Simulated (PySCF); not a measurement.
Selenium: a sound run and one with changed settings

Sound run: Se [Ar] 3d10 4s2 4p4, Se⁺ [Ar] 3d10 4s2 4p3. All numbers are calculated (PySCF 2.14, scalar relativity by spin-free X2C-1e, in cc-pVDZ-DK (5s4p2d, 27 functions)). In the sound run the correlated levels freeze [Ar] 3d10. The sound run starts from symmetry-adapted Hartree-Fock orbitals and uses a fine grid where one is needed.

Changed run: initial guess minao, at most 50 SCF cycles.

| species | method | sound run (hartree) | changed run (hartree) | converged |
| --- | --- | --- | --- | --- |
| Se | UHF | -2427.95937 | -2427.95937 | yes |
| Se | M06-L | -2429.61345 | -2429.61345 | yes |
| Se | CCSD(T) | -2428.04662 | -2428.04662 | yes |
| Se⁺ | M06-2X | -2429.46962 | -2429.46962 | yes |
| Se⁺ | MP2 | -2427.70305 | -2427.70305 | yes |

Here the plain start reaches the same solutions.
